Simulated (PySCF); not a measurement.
# Simulated absorption spectrum

Species: CH5FGeO.
Geometry (PBE0-D3(BJ)/def2-SVP, Å), atoms numbered from 1 in this order:
```
atom  x, y, z in Å
C1     1.3933    0.0604    0.3708
O2     0.2798   -0.7530    0.1292
Ge3   -1.3092   -0.0751   -0.2231
F4    -2.3550   -1.4525   -0.1690
H5     2.2536   -0.5894    0.5935
H6     1.2497    0.7333    1.2383
H7     1.6656    0.6840   -0.5025
H8    -1.7454    0.8914    0.8904
H9    -1.3733    0.4833   -1.6525
```

Computed with TDDFT CAM-B3LYP/def2-SVPD, vertical, gas phase, core orbitals frozen in the response (PySCF). The CAM-B3LYP/def2-SVPD calculation is non-relativistic and has no spin–orbit coupling, an omission that weighs most on germanium.

Computed states:

```json
{"state": "S1", "E (eV)": "6.86", "f": "0.0006"}
{"state": "S2", "E (eV)": "7.35", "f": "0.0025"}
{"state": "S3", "E (eV)": "7.76", "f": "0.080"}
{"state": "S4", "E (eV)": "7.84", "f": "0.025"}
{"state": "S5", "E (eV)": "8.26", "f": "0.056"}
{"state": "S6", "E (eV)": "8.40", "f": "0.0013"}
{"state": "S7", "E (eV)": "8.68", "f": "0.063"}
{"state": "S8", "E (eV)": "8.72", "f": "0.0094"}
{"state": "S9", "E (eV)": "8.96", "f": "0.0034"}
{"state": "S10", "E (eV)": "9.30", "f": "0.0058"}
```

Each state is given a Gaussian of 0.5 eV full width at half maximum, with ε(max) = 2.175×10⁸ f / Δν̃ (Δν̃ the width in cm⁻¹). The width is an assumption, not a result. The curve ends short of the highest state used, and states not computed would add to its high-energy end.

Q: Give the broadened spectrum and its maxima.

A: 
```csv
λ (nm),ε (L mol⁻¹ cm⁻¹)
142.4,4342
143.5,4548
144.6,4542
145.7,4426
146.8,4292
147.9,4191
149.0,4127
150.1,4086
151.2,4075
152.3,4128
153.4,4290
154.5,4585
155.6,4985
156.7,5407
157.8,5738
158.9,5870
160.0,5737
161.1,5334
162.2,4711
163.3,3955
164.4,3164
165.5,2421
166.6,1779
167.7,1263
168.8,874
169.9,594
171.0,402
172.1,274
173.2,190
174.3,136
175.4,101
176.5,79
177.6,64
178.7,55
179.8,48
180.9,43
182.0,38
183.1,34
184.2,30
185.3,25
186.4,21
187.5,17
188.6,14
189.7,10
190.8,8
191.9,6
193.0,4
194.1,3
195.2,2
196.3,1
197.4,1
198.5,1
199.6,0
200.7,0
201.8,0
202.9,0
```

Maxima: 159 nm (7.80 eV), ε about 5900, made up of S3 (72%) and S4 (23%); 144 nm (8.61 eV), ε about 4600, made up of S5 (17%) and S7 (71%) (ε in L mol⁻¹ cm⁻¹; maxima over ε = 5, shares over 10%).

Q: Does any computed singlet lie in the visible range?

A: No computed singlet lies in the visible range (380 to 750 nm); the lowest, at 181 nm, stands 3.60 eV above its violet end (3.26 eV).

Q: What would ε be at 7.80 eV, the highest of these maxima, with half the width (0.25 eV)?

A: About 10500 L mol⁻¹ cm⁻¹ against 5870, a factor of about 1.8; a lone state at its own centre would give exactly 2.

Q: Coming from long wavelengths, where does ε first pass 100 L mol⁻¹ cm⁻¹?

A: At about 175 nm (7.07 eV), 0.21 eV above S1.

The vertical ionisation energy (ΔSCF) is 10.67 eV, 1.37 eV above S10.

One conformer stands for the species.
